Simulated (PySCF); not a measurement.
SMILES CC/C=C\CC at its GFN2-xTB optimised geometry (Å):

```
18

C      2.7343     0.6459    -1.3521
C      1.9567     0.6029    -0.0361
C      1.0400    -0.5805     0.0000
C     -0.2841    -0.5805     0.0000
C     -1.2007     0.6033     0.0000
C     -1.9791     0.6862     1.3137
H      2.0490     0.7446    -2.1911
H      3.4204     1.4900    -1.3630
H      3.3091    -0.2682    -1.4854
H      2.6661     0.5215     0.7927
H      1.4032     1.5331     0.0892
H      1.5565    -1.5331     0.0016
H     -0.8005    -1.5328     0.0273
H     -1.9099     0.4969    -0.8262
H     -0.6473     1.5295    -0.1531
H     -1.2942     0.8116     2.1496
H     -2.6661     1.5294     1.2982
H     -2.5528    -0.2240     1.4750
```

Level of theory: B3LYP/def2-SVP run with PySCF. Cells within 0.4 Å of a nucleus heavier than hydrogen are left out (blank, or x).

Map of the deformation density (molecule minus spherical neutral atoms) (e/bohr³) on the plane z = 0.0 Å:

```
|1111111111111111111111111111111|
|1111111111111111111111111111111|
|1111111111111111111111111111111|
|1111111111111111111111111111111|
|1111111111111111111111111111111|
|1111111111111111111111111111111|
|1111111111111111111111111111111|
|1111111111111111111111111111111|
|1111111111111111111111111111111|
|1111111111111101110011111111111|
|1111111100013410101342000111111|
|1111111100027831002783000011111|
|1111111000037520001584000011111|
|11111110013xx2100002xxx21011111|
|11111110012xx5200014xx210011111|
|1111111000015741112762000011111|
|11111111000036xx76xx31000111111|
|1111111110001xxx9xxx20001111111|
|1111111111013762324841011111111|
|1111111111115951003972111111111|
|1111111111112420002431111111111|
|1111111111100110001100111111111|
|1111111111111111111111111111111|
|1111111111111111111111111111111|
|1111111111111111111111111111111|
|1111111111111111111111111111111|
|1111111111111111111111111111111|
|1111111111111111111111111111111|
|1111111111111111111111111111111|
|1111111111111111111111111111111|
|1111111111111111111111111111111|
```
Scale: ten equal steps from -0.019 (start of '0') to 0.108 (end of '9'), in the order '0123456789'; x runs from -5.00 to 5.00, y from -5.00 (bottom) to 5.00 (top).
